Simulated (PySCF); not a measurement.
PySCF job for C5H7F, SMILES C1=C(C)[C@H](C1)F, SMD-ωB97X/6-31G*. Coordinates come from a B3LYP-D3(BJ)/def2-SVP optimisation. The structure was generated by enumeration; whether it is a known compound was not checked.

```python
import numpy as np
from pyscf import gto, scf, dft
from pyscf.solvent import smd

mol = gto.M(
    atom='''
    C     2.02152584   -0.14588452    0.53953271
    C     0.58664828    0.20889101    0.38698107
    C    -0.35650665    0.81459964    1.13422462
    C    -1.47792460    0.61595666    0.12736285
    C    -0.36105316    0.01406295   -0.77896847
    F    -0.55642120   -1.28902243   -1.19438135
    H     2.16257605   -1.23222687    0.40844906
    H     2.40685268    0.13872781    1.53000102
    H     2.63784936    0.34993865   -0.23062499
    H    -0.32711564    1.30729800    2.11033265
    H    -1.99220068    1.51464284   -0.25458987
    H    -2.22895779   -0.14040102    0.40598724
    H    -0.12735148    0.61746821   -1.67491966
    ''',
    basis='6-31G*',
    charge=0,
    spin=0,
    max_memory=1600,
    verbose=3,
)
mf = dft.RKS(mol, xc='wb97x').density_fit(auxbasis='def2-universal-jkfit')
mf.grids.level = 3
mf.conv_tol = 1e-9
mf.max_cycle = 100
mf.kernel()
res = {}
for name in ['water', '1-octanol', 'ethanol']:
    s = mf.SMD()
    s.with_solvent.solvent, s.with_solvent.sasa_ng = name, 194
    s.kernel(mf.make_rdm1())
    res[name] = (s.e_tot, s.with_solvent.get_cds(), s.dip_moment(), s.mo_energy, s.converged)
    print(f'SMD {name}: dG(solv) = {(s.e_tot - mf.e_tot) * 627.509474:.3f} kcal/mol, of which CDS {res[name][1] * 627.509474:.3f}')
```

Log of the run:

```
converged SCF energy = -294.45276216486
converged SCF energy = -294.452873846464
Dipole moment(X, Y, Z, Debye):  0.72410,  1.78539,  0.77311
SMD water: dG(solv) = -0.070 kcal/mol, of which CDS 3.340
converged SCF energy = -294.458506071615
Dipole moment(X, Y, Z, Debye):  0.70829,  1.72367,  0.77172
SMD 1-octanol: dG(solv) = -3.604 kcal/mol, of which CDS -0.643
converged SCF energy = -294.459316143186
Dipole moment(X, Y, Z, Debye):  0.71894,  1.76506,  0.77305
SMD ethanol: dG(solv) = -4.113 kcal/mol, of which CDS -0.847
```

The run converged.

Cost: roughly 90 core-seconds.
